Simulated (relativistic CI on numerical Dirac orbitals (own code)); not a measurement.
**Calculated levels, I XVIII**

Computed by Dirac-Coulomb-Breit CI, orbitals from a KLI potential per configuration, QED by a radiative potential, unscaled Slater integrals (own radial code, finite nucleus).

Configuration list (outside the closed core [Ar] 3d10): 4s²4p⁶, 4s²4p⁵4d, 4s4p⁶4d, 4s²4p⁵4f, 4s4p⁶4f, 4s²4p⁵5s, 4s²4p⁵5p, 4p⁶4d², 4p⁵4d³, 4p⁵4d²4f, 4p⁵4d²5s, 4p⁵4d²5p, 4p⁶4f², 4p⁵4d4f², 4p⁵4f³, 4p⁵4f²5s, 4p⁵4f²5p. Double excitations out of closed p, d and f shells are left out; levels of such configurations are missing from the list, as are those of other unlisted configurations, and high levels can miss mixing partners.

```tsv
No.	Configuration	Term	J	E (cm⁻¹)	%	Landé g	jj configuration (%)
1	4s²4p⁶	¹S	0	0	100		closed (100)
2	4s²4p⁵4d	³P°	0	612302	100		4p3/2^3 4d3/2 (100)
3	4s²4p⁵4d	³P°	1	624390	89	1.392	4p3/2^3 4d3/2 (80)
4	4s²4p⁵4d	³F°	3	645326	70	1.086	4p3/2^3 4d3/2 (96)
5	4s²4p⁵4d	³P°	2	647107	54	1.305	4p3/2^3 4d3/2 (61)
6	4s²4p⁵4d	³F°	4	650139	100	1.249	4p3/2^3 4d5/2 (100)
7	4s²4p⁵4d	¹D°	2	663858	46	0.996	4p3/2^3 4d5/2 (60)
8	4s²4p⁵4d	³D°	3	690073	64	1.214	4p3/2^3 4d5/2 (98)
9	4s²4p⁵4d	³D°	1	726580	84	0.628	4p3/2^3 4d5/2 (43)
10	4s²4p⁵4d	³F°	2	751442	59	0.815	4p1/2 4p3/2^4 4d3/2 (96)
11	4s²4p⁵4d	³D°	2	777751	48	1.212	4p1/2 4p3/2^4 4d5/2 (95)
12	4s²4p⁵4d	¹F°	3	786739	43	1.113	4p1/2 4p3/2^4 4d5/2 (98)
13	4s²4p⁵4d	¹P°	1	908909	94	0.976	4p1/2 4p3/2^4 4d3/2 (58)
14	4s4p⁶4d	³D	1	1191260	91	0.498	4s 4d3/2 (91)
15	4s4p⁶4d	³D	2	1199470	90	1.163	4s 4d3/2 (66)
16	4s4p⁶4d	³D	3	1214875	92	1.332	4s 4d5/2 (92)
17	4s4p⁶4d	¹D	2	1281080	98	1.001	4s 4d5/2 (70)
18	4s²4p⁵4f	³G	5	1438185	100	1.199	4p3/2^3 4f7/2 (100)
19	4s²4p⁵4f	³G	4	1446219	68	1.047	4p3/2^3 4f5/2 (97)
20	4s²4p⁵4f	³D	1	1446821	91	0.498	4p3/2^3 4f5/2 (91)
21	4s²4p⁵4f	³D	2	1453572	76	1.088	4p3/2^3 4f5/2 (64)
22	4s²4p⁵4f	³F	3	1460709	45	0.992	4p3/2^3 4f5/2 (94)
23	4s²4p⁵4f	³D	3	1462204	43	1.140	4p3/2^3 4f7/2 (91)
24	4s²4p⁵4f	³F	4	1470232	60	1.151	4p3/2^3 4f7/2 (98)
25	4s²4p⁵4f	³F	2	1493368	50	0.840	4p3/2^3 4f7/2 (63)
26	4s²4p⁵4f	³G	3	1558219	59	0.863	4p1/2 4p3/2^4 4f5/2 (96)
27	4s²4p⁵4f	¹G	4	1568483	36	1.099	4p1/2 4p3/2^4 4f7/2 (98)
28	4s²4p⁵4f	³D	3	1569475	40	1.167	4p1/2 4p3/2^4 4f7/2 (95)
29	4s²4p⁵4f	¹D	2	1594851	55	0.902	4p1/2 4p3/2^4 4f5/2 (94)
30	4s²4p⁵5s	³P°	2	1663978	100	1.500	4p3/2^3 5s (100)
```

Energies count from the lowest computed level; ° marks odd parity. Filled j subshells are mostly left out of the jj labels.

The mean weight of the leading LS term, summed over parents, in these 30 levels is 71 %, and that of the leading jj configuration (from the same eigenvectors) 86 %, so jj coupling describes them better and the LS labels are nominal.

At this charge energies of transitions that change n are usually good to better than 1 %, and those within a shell (Δn = 0) to a few per cent.

LS names give the leading component of a level, which can be under half, so a name can repeat, a term be missing and a line seem to break the LS rules.
